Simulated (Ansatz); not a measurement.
SbCl₃. The state is a singlet with charge 0. Geometry PBE0-D4/def2-SVP, basis def2-TZVP, Ansatz.

| run | HOMO (eV) | LUMO (eV) |
| --- | --- | --- |
| A | -8.24 | -2.43 |
| B | -7.42 | -2.68 |
| C | -8.63 | -2.07 |
| D | -10.63 | -0.21 |
| E | -9.85 | -1.09 |
| F | -7.48 | -2.78 |

In the def2 sets Sb takes a core potential; there is no spin–orbit coupling. HSE06 is defined as in plane-wave codes, on full-range PBE exchange.

Task: The runs used CAM-B3LYP, HSE06, PBE, PBE0, revPBE, ωB97M-V. Estimate which is which.

Result: A HSE06 (range-separated); B revPBE (0 % exact exchange); C PBE0 (25 % exact exchange); D ωB97M-V (range-separated); E CAM-B3LYP (range-separated); F PBE (0 % exact exchange). Exact exchange lowers occupied and raises empty levels; among semilocal functionals meta-GGAs tend to open the gap a little, and such runs are hard to tell apart. The gap grows from 4.70 eV (PBE) to 10.42 eV (ωB97M-V).
